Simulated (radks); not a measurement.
Question: These are the eigenvalues of the occupied orbitals of an atom or ion with whole-number occupations (hartree). Calculated with a radial shooting solver on a logarithmic mesh with Libxc functionals: Dirac Kohn-Sham, LDA (Slater exchange, Perdew-Wang correlation), spin-unpolarised, spherical densities, finite nucleus; Fermi nuclear charge, rms radius of each element as measured or else 0.836 A^(1/3) + 0.57 fm.

orbital  eigenvalue
1s1/2     -938.8724
2s1/2     -146.5814
2p1/2     -136.9993
2p3/2     -130.5642
3s1/2     -34.51357
3p1/2     -30.70354
3p3/2     -29.55336
3d3/2     -22.80899
3d5/2     -22.57507
4s1/2     -12.01759
4p1/2     -10.69454
4p3/2     -10.44183

Which element is it, and in what charge state? The configuration may be excited. Open shells, if any, fill j = l - 1/2 first.

Answer: Z = 47, silver, charge +12: Ag12+ in [Ar] 3d10 4s2 4p5. The list shows which subshells hold electrons but not how many an open one holds; the 1s level, -938.87 hartree, gives Z - s = 43.3 by -(Z - s)^2/2, which with screening and relativity narrows Z to a few neighbours, and the depths of the outer levels then fix element, charge and occupations together.
